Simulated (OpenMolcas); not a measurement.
# Computed transition rates of Os6+

```json
{
  "Program": "OpenMolcas 26.06",
  "Method": "SS-CASPT2, IPEA 0.25 Eh, imaginary shift 0.1 Eh (closed shells correlated: 5s 5p)",
  "Basis": "ANO-RCC-VTZP [8s7p5d3f2g1h]",
  "Scalar Hamiltonian": "DKH2, point nucleus",
  "Active space": "2 electrons in 5 orbitals (5d)",
  "State averaging": "2S+1 = 3 even, 10 roots; 2S+1 = 1 even, 15 roots kept (CI in the orbitals of an earlier block)",
  "Spin-orbit coupling": "state interaction with AMFI integrals over the reference wave functions, term energies averaged over their components"
}
```

Rates come from the transition moments of the reference wave functions (E1 and E2 in the length form). At fixed line strength A goes as λ^-3 for E1 and M1 and as λ^-5 for E2, so a rate at the computed wavelength can be rescaled to the measured one. Measured vacuum wavelengths follow from level energies in van het Hof, Joshi, Wyart and Sugar, J. Res. Natl. Inst. Stand. Technol. 100, 687 (1995). Branching counts decays inside the model space alone, at computed energies, and the table is only a selection of the E2 and M1 lines, drawn from those between levels with measured partners whose computed energy lies within a factor of 1.5 of the measured one.

```csv
Upper,Lower,Type,λ computed (nm),λ measured (nm),A computed (s-1),A rescaled (s-1),Branching %
5d2 3P1,5d2 3P0,M1,1511,1597,4.73e+00,4.01e+00,60.3
5d2 3F3,5d2 3F2,M1,940.3,970.1,2.69e+01,2.45e+01,100.0
5d2 3P2 [60 %],5d2 3P1,M1,910.5,906.7,1.07e+01,1.08e+01,19.6
5d2 3P1,5d2 3F3,E2,808.8,848.2,5.69e-02,4.49e-02,0.7
5d2 3P0,5d2 3F2,E2,610.5,631.4,4.53e-01,3.83e-01,100.0
5d2 1G4,5d2 3F3,M1,463.7,477,3.40e+01,,73.6
5d2 3P1,5d2 3F2,M1,434.8,452.5,2.37e+00,,30.2
5d2 3P1,5d2 3F2,E2,434.8,452.5,4.06e-01,3.33e-01,5.2
5d2 3P2 [60 %],5d2 3F3,M1,428.3,438.2,1.13e+01,,20.7
5d2 3P2 [60 %],5d2 3F3,E2,428.3,438.2,2.85e-01,2.54e-01,0.5
5d2 1S0,5d2 3P2 [60 %],E2,404.9,406.8,3.90e+00,,1.4
5d2 3P2 [60 %],5d2 3F2,M1,294.3,301.9,1.05e+00,,1.9
5d2 1S0,5d2 3P1,M1,280.3,280.8,2.37e+02,,86.0
5d2 1S0,5d2 3F2,E2,170.4,173.3,9.53e+00,,3.5
```

Spin-changing lines and M1 lines between different terms are not rescaled, since their strength hangs on the term gaps too.

The largest correction is for 5d2 3P1 → 5d2 3F3 (E2): 5.69e-02 × (808.8 / 848.2)^5 = 4.49e-02 s-1, a factor of 0.79.

The computed rate and branching of 5d2 3P0 → 5d2 3F2 give the upper level a radiative lifetime of 1.000 / 4.53e-01 s-1 = 2.21e+00 s, counting decays inside the model space alone. The rescaled rate gives about 2.6e+00 s.

These are rates of the free ion; in crystals, glasses and complexes forced electric-dipole and non-radiative decay shorten such lifetimes by orders of magnitude. No measured rate stands beside these. Rescaling mends the energy factor alone: line strengths can still be far off where a level mixes with configurations outside the active space, and weak or spin-changing lines hang on small mixing coefficients that depend on the term gaps too, so rescaling need not improve them.

CASPT2 does not keep the components of a term degenerate, so their means are used; among the terms shown or strongly mixed into the levels shown the widest spread is 550 cm-1 (5d2 1G). Terms from blocks run as CI alone lack orbitals of their own. Measured partners are found by configuration, term and J. A level has none where our copy of the source lacks it or the pairing is in doubt (some pairs that miss far off the trend of their configuration count as doubtful). Levels of configurations outside the active space are missing.

A share in square brackets marks a mixed level and gives the weight of the term that names it.
